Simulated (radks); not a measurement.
The platinum anion Pt2-, [Hg], held by a Watson sphere: a shell of charge +2 at radius R that stands for the Madelung well of a crystal (potential energy -2/R inside, -2/r outside, in hartree with lengths in bohr). Method: scalar-relativistic Kohn-Sham, PBEsol, spin-polarised, spherical densities, point nucleus; computed with a radial shooting solver on a logarithmic mesh with Libxc functionals. Response by self-consistent Sternheimer equations with the Hartree and adiabatic LDA kernel, the relativistic mass of each level held fixed and spin-orbit coupling left out. The sphere does not respond.

\begin{tabular}{lrrrrrrr}
R (bohr) & e(5p) (eV) & e(6s) (eV) & e(5d) (eV) & <r> 5d (bohr) & sum of <r^2> (bohr^2) & X-ray form factor at sin(theta)/lambda = 0.2 1/angstrom & alpha (bohr^3) \\ \hline
2.85 & -54.720 & -6.892 & -5.781 & 1.817 & 80.27 & 66.187 & 53.07 \\
3.62 & -53.594 & -5.774 & -4.396 & 1.873 & 87.50 & 66.102 & 76.58 \\
4.67 & -52.381 & -4.371 & -2.998 & 1.921 & 96.87 & 66.111 & 125.9 \\
5.97 & -51.320 & -3.108 & -1.845 & 1.962 & 108.7 & 66.148 & 236.9 \\
6 & -51.301 & -3.085 & -1.824 & 1.963 & 109.0 & 66.148 & 240.5 \\
\end{tabular}
